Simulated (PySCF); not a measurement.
## Static response to an electric field

Compound: 1,5-pentanediol, C5H12O2.
Structure used (PBE0-D3(BJ)/def2-SVP), in Å, numbered top down from 1:
```
atom  x, y, z in Å
O1    -2.6657    1.1337   -0.5277
C2    -2.4026    0.0092    0.2707
C3    -1.4163   -0.9605   -0.3650
C4    -0.0960   -0.3253   -0.7822
C5     0.7362    0.2172    0.3713
C6     2.1267    0.6565   -0.0604
O7     2.8738   -0.3755   -0.6519
H8    -3.0188    0.8235   -1.3685
H9    -1.9954    0.3994    1.2171
H10   -3.3334   -0.5326    0.5344
H11   -1.8911   -1.4230   -1.2500
H12   -1.2366   -1.7897    0.3424
H13    0.5119   -1.0600   -1.3331
H14   -0.3030    0.4975   -1.4869
H15    0.2308    1.0734    0.8490
H16    0.8334   -0.5556    1.1588
H17    2.6620    1.1028    0.8016
H18    2.0443    1.4482   -0.8227
H19    2.9856   -1.0712    0.0046
```

Level: CAM-B3LYP/def2-SVPD (PySCF), static field, nuclei fixed, core orbitals frozen in the response. The polarisability tensor in these axes (au):

```
x   80.77  0.66  0.36
y    0.66 68.62 -0.01
z    0.36 -0.01 67.14
```

**Question.** Give the principal values, the mean and the anisotropy Δα = √{½[(α1 − α2)² + (α2 − α3)² + (α1 − α3)²]}.

**Answer.** Principal values 67.13, 68.59 and 80.82 au; mean 72.18 au = 10.70 Å³ = 11.90 × 10⁻⁴⁰ C²·m²/J; Δα = 13.02 au (18 % of the mean).

**Question.** What is the dipole moment, and where does it point?

**Answer.** (-0.84, -1.60, 1.00) D, 2.07 D in size, pointing from the negative to the positive side. Measured along this direction, the outermost atoms are H18 at the negative end and H12 and H10 at the positive end.

**Question.** Find the Langevin capture rate constant for NH4+ (18.034 u) meeting this molecule (104.084 u), k = 2.342 × 10⁻⁹ cm³/s × √(α in Å³ / reduced mass in u).

**Answer.** The reduced mass is 15.37 u, so k = 1.95 × 10⁻⁹ cm³/s. The formula leaves out the permanent dipole, which adds to the capture rate.

**Question.** What molar refraction does this α imply?

**Answer.** Lorentz–Lorenz: R = (4π/3)N_A α = 2.5225 cm³/(mol·Å³) × 10.70 Å³ = 27.0 cm³/mol, in the limit of long wavelengths.

**Question.** What would n − 1 = 2πNα be for an ideal gas of these molecules at 298.15 K and 1 atm, electronic part alone?

**Answer.** N = p/kT = 2.4615 × 10¹⁹ cm⁻³, so n − 1 = 2π × N × 10.70 × 10⁻²⁴ cm³ = 1654 × 10⁻⁶ at long wavelengths, for an ideal gas.

The structure is a single PBE0-D3(BJ)/def2-SVP conformer in the gas phase; no vibrational or solvent corrections.
